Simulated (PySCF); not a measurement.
**Electronic absorption of C5H9NOSi**

C5H9NOSi.
Structure used (PBE0-D3(BJ)/def2-SVP), in Å, numbered top down from 1:
```xyz
17
C5H9NOSi angstrom
N      3.5350    0.8170   -0.8387
C      2.5333    0.5856   -0.3040
C      1.2651    0.2821    0.3237
C      0.8616   -1.1999    0.1267
O     -0.3533   -1.5046    0.7384
C     -1.4982   -1.0163    0.0836
C     -1.6858    0.4921    0.2528
Si    -0.1440    1.4030   -0.3306
H      1.3563    0.4703    1.4079
H      1.6217   -1.8515    0.5830
H      0.8339   -1.4312   -0.9578
H     -2.3499   -1.5623    0.5171
H     -1.4574   -1.2780   -0.9940
H     -2.5760    0.8311   -0.3018
H     -1.8597    0.7225    1.3172
H     -0.0630    1.4294   -1.8218
H     -0.0184    2.7844    0.2165
```

Computed, not measured: TDDFT wB97X-D/def2-SVPD, vertical, gas phase, core orbitals frozen in the response (PySCF 2.14.0, density-fitted response routines).

**Question.** What does the calculation give for the low-lying excited states?

**Answer.** 

```
state  E (eV)  λ (nm)       f  |μ| (D)   main configurations (H = HOMO, L = LUMO)
   S1    7.20   172.1  0.0061     0.47  H-1→L+3 (17%), H-1→L+2 (15%), H-1→L (10%)
   S2    7.63   162.6   0.017     0.76                      H→L (64%), H→L+1 (9%)
   S3    7.69   161.3   0.023     0.88                 H→L+3 (22%), H-1→L+2 (18%)
   S4    7.88   157.3  0.0069     0.48   H→L+2 (32%), H-3→L+2 (15%), H-3→L+6 (9%)
   S5    7.93   156.4  0.0046     0.39                  H→L+1 (68%), H-1→L+1 (8%)
   S6    8.16   151.9  0.0045     0.38     H-1→L+1 (50%), H-1→L (16%), H→L+1 (9%)
```

The lowest singlet comes at 172 nm (695 kJ/mol) in the vacuum ultraviolet; it is weak; its leading configuration is HOMO-1→LUMO+3 (17%). The most intense listed level is S3 at 7.69 eV (161 nm, f = 0.023), 0.48 eV above S1. Löwdin shares by element: HOMO oxygen 43%, carbon 19% or more, nitrogen 7% (atoms not listed hold the other 31%); LUMO silicon 24%, carbon 17% or more, hydrogen 7% or more (atoms not listed hold the other 52%). The listed states span 0.96 eV, and the widest gap between neighbours is 0.42 eV (S1 to S2). Weighted by f, the mean energy of these states is 7.70 eV. The oscillator strengths of these states sum to 0.061; summed over the whole spectrum of an exact calculation they would give the number of electrons, 68 (Thomas–Reiche–Kuhn). No computed singlet lies in the visible range (380 to 750 nm); the lowest, at 172 nm, stands 3.94 eV above its violet end (3.26 eV). Singlets were solved by full linear response.

The run took 2.8 min wall (with the writing of density and orbital grids) on one thread of an Intel Xeon at 2.50 GHz, shared host, and the process peaked at 1.1 GiB of memory.

One conformer stands for the species.
